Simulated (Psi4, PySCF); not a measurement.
The PySCF input:
```python
from pyscf import gto, scf, dft

mol = gto.Mole()
mol.atom = '''
    Cd    0.00000000    0.00000000    0.00000000
'''
mol.basis = 'def2-svpd'
mol.ecp = {'Cd': 'def2-svpd'}
mol.verbose = 3
mol.build()

mf = dft.RKS(mol)
mf.xc = 'camb3lyp'
mf.grids.atom_grid = (99, 590)
mf.grids.prune = None
mf.kernel()
```

### Question
Write the same job for Psi4.

### Answer
This is not unique; one that fits is 
```
memory 2 GB

molecule {
0 1
Cd    0.00000000    0.00000000    0.00000000
}

set {
  basis def2-svpd
  scf_type pk
  puream true
  d_convergence 1e-8
  dft_radial_points 99
  dft_spherical_points 590
}

energy('cam-b3lyp')
print_variables()
```

Both were run: PySCF gave -167.709821 Eh and Psi4 -167.709821 Eh, 0.000 mEh apart.
